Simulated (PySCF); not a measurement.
C4H6O4Zn. Atoms are numbered in the order given.

```xyz
15

Zn     0.0069     0.0014     0.0013
C      0.0979     2.3691    -3.0630
C      0.0805     1.4410    -1.8787
O     -0.4289     0.2698    -1.9833
O      0.5510     1.8272    -0.7508
H      0.9688     3.0470    -3.0100
H      0.0947     1.7960    -4.0071
H     -0.8192     2.9931    -3.0351
C     -0.1339    -2.3768     3.0557
C     -0.0707    -1.4386     1.8810
O     -1.0420    -0.6374     1.6420
O      0.9430    -1.4546     1.0969
H      0.8823    -2.6063     3.4233
H     -0.7628    -1.9524     3.8585
H     -0.5986    -3.3277     2.7226
```
Charge 0, spin multiplicity 1.

Geometry optimised at PBE-D3(BJ)/def2-SVP. The isomer is the one that the SMILES or the coordinates give; other isomers of the formula were not compared. The values are those of a single conformer.

Calculation: PBE0/pcSseg-1 run with PySCF.

GIAO shieldings, no solvent; atoms listed in one row are averaged. δ = σ(ref) − σ: ¹³C against TMS (σ = 186.3 ppm); ¹⁷O against H2O (σ = 334.2 ppm); ¹H against TMS (σ = 31.56 ppm), references at their B3LYP-D3(BJ)/def2-TZVP geometries, non-relativistic.

| nucleus | atoms | count | δ (ppm) |
|---|---|---|---|
| ¹³C | C3, C10 | 2 | 201.1 |
| ¹³C | C2, C9 | 2 | 23.7 |
| ¹⁷O | O4 | 1 | 344.8 |
| ¹⁷O | O11 | 1 | 344.0 |
| ¹⁷O | O12 | 1 | 343.2 |
| ¹⁷O | O5 | 1 | 342.4 |
| ¹H | H6, H7, H8, H13, H14, H15 | 6 | 2.77 |
